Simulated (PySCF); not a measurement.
# r2SCAN on Pb (lead, neutral)

Configuration: [Xe] 4f14 5d10 6s1 6p3, high-spin 5S determinant (an excited configuration). All numbers are calculated (PySCF 2.14, the spin-free X2C one-electron Hamiltonian (Gaussian nucleus), in ANO-RCC-VTZP).

```json
{"Total energy": "-20884.97 hartree", "One-electron energy": "-28564.38 hartree", "Hartree (Coulomb) energy": "8074.90 hartree", "Exchange-correlation energy": "-395.49 hartree", "⟨S²⟩": "6.0064", "⟨L²⟩": "0.000", "Sum of ⟨r⟩": "49.61 bohr", "Sum of ⟨r²⟩": "74.86 bohr²", "Langevin diamagnetic susceptibility": "-59.3 ×10⁻⁶ cm³/mol"}
```

| shell | electrons | mean orbital energy (eV) | rms radius, mean of both spins (bohr) |
| --- | --- | --- | --- |
| 1s α | 1 | -87843.3 | 0.0181 |
| 1s β | 1 | -87843.2 | 0.0181 |
| 2s β | 1 | -15741.6 | 0.0731 |
| 2s α | 1 | -15741.6 | 0.0731 |
| 2p α | 3 | -13573.2 | 0.0673 |
| 2p β | 3 | -13573.2 | 0.0673 |
| 3s α | 1 | -3793.4 | 0.186 |
| 3s β | 1 | -3793.4 | 0.186 |
| 3p α | 3 | -3165.3 | 0.189 |
| 3p β | 3 | -3165.2 | 0.189 |
| 3d α | 5 | -2491.1 | 0.173 |
| 3d β | 5 | -2491.0 | 0.173 |
| 4s α | 1 | -867.12 | 0.408 |
| 4s β | 1 | -867.05 | 0.408 |
| 4p α | 3 | -658.98 | 0.436 |
| 4p β | 3 | -658.90 | 0.436 |
| 4d α | 5 | -408.16 | 0.463 |
| 4d β | 5 | -408.07 | 0.463 |
| 5s α | 1 | -147.64 | 0.909 |
| 5s β | 1 | -147.45 | 0.909 |
| 4f α | 7 | -135.82 | 0.497 |
| 4f β | 7 | -135.72 | 0.497 |
| 5p α | 3 | -89.718 | 1.04 |
| 5p β | 3 | -89.574 | 1.04 |
| 5d α | 5 | -23.165 | 1.40 |
| 5d β | 5 | -22.470 | 1.40 |
| 6s α | 1 | -14.476 | 2.47 |
| 6p α | 3 | -5.260 | 3.33 |

Spin-orbit coupling, which splits the p, d and f shells strongly at this Z, is absent. Spin-orbit coupling is strong in this species (close to jj coupling), so the high-spin LS determinant is a model state, not a physical level.

Densities and radii are taken from the X2C orbitals without a picture-change correction, which distorts them close to the nucleus.
